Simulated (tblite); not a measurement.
C₆H₈BrNSi₂.
Atom-mapped SMILES: `[Br:1][SiH2:2][C:3]#[C:4][SiH2:5][n:6]1[cH:7][cH:8][cH:9][cH:10]1` (hydrogens: H11, H12 on Si2; H13, H14 on Si5; H15 on C7; H16 on C8; H17 on C9; H18 on C10)

Computed with GFN2-xTB (tblite), gas phase: L-BFGS steps from a force-field or distance-geometry start until the largest atomic force falls under 0.01 eV/Å.

Step 82: E = -745.3710 eV
```
atom  x, y, z in Å  |  force x, y, z in eV/Å
Br1     4.8891    2.1464   -0.7269   -0.002  -0.019   0.029
Si2     4.0377    0.6614    0.7072    0.006   0.026  -0.025
C3      2.5414   -0.0219   -0.1245   -0.002  -0.005   0.008
C4      1.5575   -0.4270   -0.7011   -0.001   0.003   0.003
Si5     0.0789   -1.0507   -1.6235    0.014  -0.004  -0.003
N6     -1.3080   -0.4157   -0.7691    0.008   0.007  -0.010
C7     -1.3284    0.3107    0.3940   -0.001  -0.002  -0.006
C8     -2.6149    0.6069    0.7201    0.003   0.005  -0.003
C9     -3.4363    0.0400   -0.2845   -0.002   0.012  -0.004
C10    -2.6083   -0.5724   -1.1724    0.003   0.002   0.008
H11     5.0630   -0.3551    0.8876   -0.005  -0.002  -0.002
H12     3.6898    1.4097    1.9055    0.002   0.004  -0.003
H13     0.0836   -0.5142   -2.9859   -0.007  -0.008   0.001
H14     0.0466   -2.5157   -1.5594    0.001  -0.001  -0.007
H15    -0.4109    0.5586    0.8914   -0.004  -0.008  -0.007
H16    -2.9480    1.1667    1.5719    0.000  -0.004   0.006
H17    -4.5060    0.0914   -0.3359   -0.014  -0.007   0.005
H18    -2.8355   -1.1128   -2.0709    0.001   0.001   0.010
```

Step 83: E = -745.3711 eV
```
atom  x, y, z in Å  |  force x, y, z in eV/Å
Br1     4.8920    2.1461   -0.7230   -0.005  -0.027   0.034
Si2     4.0327    0.6626    0.7091    0.003   0.032  -0.039
C3      2.5402   -0.0219   -0.1286   -0.008  -0.005   0.006
C4      1.5569   -0.4271   -0.7063    0.003   0.001   0.003
Si5     0.0779   -1.0526   -1.6272    0.023   0.003  -0.001
N6     -1.3064   -0.4168   -0.7696    0.008   0.002  -0.007
C7     -1.3241    0.3099    0.3933   -0.003  -0.001  -0.007
C8     -2.6099    0.6077    0.7212    0.003   0.004  -0.004
C9     -3.4334    0.0412   -0.2821   -0.001   0.007  -0.001
C10    -2.6074   -0.5732   -1.1705    0.002   0.010   0.007
H11     5.0557   -0.3544    0.8965    0.001  -0.005  -0.002
H12     3.6779    1.4135    1.9034    0.002   0.007   0.003
H13     0.0785   -0.5162   -2.9893   -0.005  -0.005  -0.005
H14     0.0461   -2.5174   -1.5653    0.001  -0.006  -0.003
H15    -0.4058    0.5572    0.8893   -0.004  -0.008  -0.008
H16    -2.9407    1.1682    1.5735   -0.001  -0.005   0.003
H17    -4.5031    0.0930   -0.3320   -0.016  -0.005   0.006
H18    -2.8360   -1.1135   -2.0687   -0.001   0.001   0.012
```

Step 84: E = -745.3713 eV
```
atom  x, y, z in Å  |  force x, y, z in eV/Å
Br1     4.8960    2.1449   -0.7173   -0.004  -0.027   0.033
Si2     4.0258    0.6649    0.7114   -0.003   0.028  -0.042
C3      2.5379   -0.0206   -0.1337   -0.012  -0.005   0.003
C4      1.5558   -0.4260   -0.7136    0.009  -0.004   0.004
Si5     0.0770   -1.0550   -1.6324    0.027   0.010   0.002
N6     -1.3042   -0.4184   -0.7707    0.004  -0.005  -0.003
C7     -1.3184    0.3088    0.3919   -0.004   0.002  -0.006
C8     -2.6029    0.6089    0.7224    0.001   0.002  -0.004
C9     -3.4296    0.0430   -0.2788    0.000   0.000   0.004
C10    -2.6063   -0.5742   -1.1679    0.000   0.019   0.002
H11     5.0445   -0.3544    0.9080    0.005  -0.004  -0.002
H12     3.6631    1.4185    1.9015    0.002   0.009   0.006
H13     0.0709   -0.5197   -2.9945   -0.002  -0.001  -0.011
H14     0.0470   -2.5196   -1.5723    0.001  -0.010   0.002
H15    -0.3986    0.5548    0.8858   -0.003  -0.007  -0.008
H16    -2.9303    1.1701    1.5757   -0.003  -0.006  -0.002
H17    -4.4994    0.0950   -0.3262   -0.014  -0.002   0.008
H18    -2.8370   -1.1145   -2.0655   -0.004   0.000   0.012
```

**Question.** Estimate the geometry and energy of step 85. (The exact step hangs on the optimiser's Hessian estimate; all steps are aligned on step 84, rigid shifts and turns removed.)

**Answer.** E = -745.3715 eV, largest force 0.031 eV/Å
```
atom  x, y, z in Å  |  force x, y, z in eV/Å
Br1     4.9004    2.1430   -0.7116    0.003  -0.016   0.023
Si2     4.0197    0.6676    0.7130   -0.008   0.012  -0.027
C3      2.5351   -0.0177   -0.1379   -0.013  -0.002   0.002
C4      1.5547   -0.4234   -0.7203    0.011  -0.008   0.003
Si5     0.0767   -1.0568   -1.6370    0.020   0.012   0.001
N6     -1.3024   -0.4196   -0.7723    0.000  -0.009   0.002
C7     -1.3134    0.3079    0.3901   -0.004   0.004  -0.004
C8     -2.5969    0.6099    0.7233   -0.001   0.000  -0.003
C9     -3.4265    0.0445   -0.2759    0.000  -0.007   0.007
C10    -2.6056   -0.5748   -1.1659   -0.002   0.023  -0.005
H11     5.0333   -0.3558    0.9170    0.006   0.001  -0.002
H12     3.6517    1.4224    1.9008    0.003   0.009   0.004
H13     0.0635   -0.5237   -2.9997    0.003   0.001  -0.014
H14     0.0497   -2.5214   -1.5767    0.000  -0.010   0.005
H15    -0.3925    0.5524    0.8823    0.000  -0.004  -0.006
H16    -2.9212    1.1712    1.5777   -0.005  -0.005  -0.005
H17    -4.4966    0.0962   -0.3209   -0.006   0.001   0.008
H18    -2.8385   -1.1155   -2.0626   -0.007  -0.001   0.010
```

The energy changes by -0.0002 eV. The first-order estimate −F·Δx gives -0.0002 eV and the mean of the old and new forces, exact on a quadratic surface, -0.0002 eV. The step makes an angle of 85° with the force vector and moves no atom by more than 0.014 Å.

The cost below is that of the whole relaxation. On one thread of an Arm Neoverse N1, on a shared host, this took 1.9 s of wall time.
